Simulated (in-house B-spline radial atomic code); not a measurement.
A fraction x of an electron is removed from 1s in the lithium ion Li⁺, starting from 1s2 and keeping the highest spin. Computed with a B-spline radial code for spherical atoms: scalar-relativistic (X2C) Hartree-Fock with fractional occupations, spin-polarised, spherical fractional occupations, Fermi nucleus of rms radius 2.444 fm.

Caution: exact exchange at fractional occupations of open shells leaves self-interaction of up to several eV.

```csv
x,E(x) - E(0) (eV),1s down level (eV)
0,0.0000,-75.989
0.08,6.0676,-75.703
0.15,11.3583,-75.464
0.27,20.3906,-75.077
0.41,30.8717,-74.658
0.5,37.5795,-74.405
0.56,42.0389,-74.243
0.73,54.6227,-73.808
0.83,61.9914,-73.568
0.96,71.5358,-73.272
```
